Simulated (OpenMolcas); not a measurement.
## 4d⁵ along the 41-electron sequence

| Quantity | Value |
| --- | --- |
| Program | OpenMolcas |
| Method | CASSCF |
| Basis | ANO-R3 |
| Scalar Hamiltonian | X2C, finite nucleus |
| Spin-orbit coupling | RASSI with atomic mean-field integrals over the reference wave functions, term energies averaged over their components |

Active space for each ion: 5 electrons in 5 orbitals (4d).

Computed levels in cm-1 above ⁶S_5/2:

| Level | Mo+ | Tc2+ | Ru3+ | Rh4+ | Pd5+ | Ag6+ |
| --- | --- | --- | --- | --- | --- | --- |
| ⁴G_5/2 | 20720 | 24380 | 27496 | 30289 | 32877 | 35156 |
| ⁴G_7/2 | 20789 | 24503 | 27696 | 30599 | 33333 | 35842 |
| ⁴G_11/2 | 20807 | 24536 | 27751 | 30684 | 33457 | 36024 |
| ⁴G_9/2 | 20830 | 24576 | 27815 | 30781 | 33596 | 36226 |
| ⁴P_5/2 | 23653 | 27704 | 31066 | 34001 | 36684 | 38988 |
| ⁴P_3/2 | 23828 | 28000 | 31506 | 34615 | 37489 | 40021 |
| ⁴P_1/2 | 24058 | 28390 | 32090 | 35430 | 38564 | 41422 |
| ⁴D_7/2 | 25627 | 30152 | 34034 | 37563 | 40890 | 43972 |
| ⁴D_1/2 | 25864 | 30562 | 34683 | 38518 | 42209 | 45766 |
| weight of ⁶S in the lowest level (%) | 100 | 100 | 99 | 99 | 99 | 98 |

Mixed levels, with the weight of the term that names them: Tc2+ ⁴P_5/2 (74 %), Ru3+ ⁴P_5/2 (69 %), Ru3+ ⁴P_3/2 (73 %), Rh4+ ⁴P_5/2 (64 %), Rh4+ ⁴P_3/2 (69 %), Pd5+ ⁴P_5/2 (60 %), Pd5+ ⁴P_3/2 (65 %), Ag6+ ⁴P_5/2 (56 %), Ag6+ ⁴P_3/2 (62 %).

Measured, with the error of the calculation in %. Measured levels: Mo+ from NIST Handbook of Basic Atomic Spectroscopic Data; Ag6+ from the list in Gamrath, thesis, University of Mons (2023).

```tsv
Level	Mo+	Ag6+
⁴G_5/2	15199 (+36.3)	29390 (+19.6)
⁴G_7/2	15331 (+35.6)	30378 (+18.0)
⁴G_11/2	15447 (+34.7)	30662 (+17.5)
⁴G_9/2	15428 (+35.0)	30907 (+17.2)
⁴P_3/2		32994 (+21.3)
⁴P_1/2		34605 (+19.7)
⁴D_7/2		36485 (+20.5)
⁴D_1/2		38685 (+18.3)
```

⁴G_5/2 changes by a factor of 1.7 over the same range, with steps per unit of Z of +3660, +3120, +2790, +2590, +2280 cm-1.

Without dynamic correlation excited terms often stand tens of per cent too high (terms of higher spin than the ground term too low), and those without a measured partner can miss by more than the paired ones. Some high roots are left out of the spin-orbit mixing, which shifts the levels that they would mix with (holds for Mo+). Configurations with an s electron lie low at this charge and mix in, so terms can be misplaced (holds for Mo+). Levels of configurations with an s electron are missing; early in the row they begin among the upper levels of the d shell and mix with terms of their name (holds for Tc2+). Computed and measured levels are paired by configuration, term and J; levels that our copy of the source lacks, or whose pairing is in doubt (as where it misses far off the trend of its configuration), stay unpaired and out of the deviations. Levels of configurations outside the active space are missing.
